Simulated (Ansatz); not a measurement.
```xyz
15

Br    0.3166    0.2728   -2.7978
Si   -1.5177    0.5855   -1.5305
C    -1.0423    0.2718    0.2070
In   -0.4538   -1.8193    0.5574
Sn    0.6663    1.4321    0.7991
Sb    2.8661   -0.2020    0.1431
H    -1.9534    1.9766   -1.8231
H    -2.5350   -0.3585   -2.0613
H    -1.8636    0.5218    0.8885
H    -0.1543   -2.2162    2.2067
H    -0.5998   -2.9384   -0.7396
H     0.6077    1.7371    2.4807
H     0.7836    2.9158   -0.0470
H     1.7827   -1.5403   -0.0649
H     3.0969   -0.6387    1.7815
```

Charge 0, multiplicity 1. In, Sn, Sb: def2 effective core potential.

Q: List the CAM-B3LYP/def2-TZVPP orbital energies in eV (Ansatz). (An estimate is asked.)

A: Computed: Occupied: -13140.72, -1801.76, -1702.21, -1533.96, -1533.91, -1533.91, -278.76, -238.30, -179.19, -179.03, -179.02, -157.82, -146.24, -140.96, -129.09, -109.66, -109.60, -109.51, -101.64, -101.53, -101.51, -95.88, -95.82, -95.81, -85.83, -85.53, -85.51, -73.53, -73.49, -73.48, -73.35, -73.35, -37.68, -37.62, -37.56, -37.52, -37.47, -30.02, -30.01, -30.00, -29.89, -29.89, -23.36, -22.86, -22.67, -22.61, -22.60, -22.53, -20.53, -18.25, -16.10, -15.30, -13.72, -12.60, -11.97, -11.48, -11.18, -10.78, -10.27, -10.02, -9.63, -9.61, -9.31, -8.73, -8.31. Lowest empty: -0.96, -0.19, 0.29, 0.63, 1.08, 1.37, 1.54, 1.71.
